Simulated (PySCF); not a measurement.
Q: What does the PBE0-D3(BJ)/def2-SVP structure of `FB(F)CS[SiH3]` look like in three dimensions?

A: 
```
atom  x, y, z in Å
F1    -0.9342    1.7265   -0.1640
B2    -1.5416    0.5768   -0.4145
F3    -2.4603    0.5817   -1.3586
C4    -1.1316   -0.7155    0.3537
S5     0.3400   -1.3306   -0.5793
Si6    1.8559    0.0837    0.0098
H7    -0.8695   -0.5522    1.4088
H8    -1.8784   -1.5177    0.2845
H9     1.7247    0.3478    1.4738
H10    1.7860    1.3735   -0.7345
H11    3.1433   -0.6005   -0.2975
```

Orientation and origin are arbitrary. Atoms count from 1 in this order. Of the pairs four or more bonds apart, F1···Si6 is among the closest relative to their van der Waals radii: 3.24 Å, 91 % of the sum of Bondi's values. B2 (three-coordinate boron) is planar (angles 122.7°, 120.4° and 116.9°, sum 360.0°, 0.01 Å off the plane of its three neighbours). Si6 (SiH3 silicon) is distorted tetrahedral (angles from 104.5° to 113.5°).

Bonds between heavy atoms (Å): F1–B2 1.324, B2–F3 1.317, B2–C4 1.558, C4–S5 1.848, S5–Si6 2.155.

Level of theory: PySCF, PBE0-D3(BJ)/def2-SVP geometry optimisation, gas phase.

Point group: C1 (no symmetry element, even within 0.4 Å). No frequency check. One conformer, not necessarily the lowest (F1–B2–C4–S5 -83°, B2–C4–S5–Si6 73°).

On one thread of an Arm Neoverse V1, no GPU, shared host with 32 logical CPUs at a one-minute load of 44, this took 50 s wall and 0.51 GiB of memory at its peak. That covers the optimisation of the geometry.
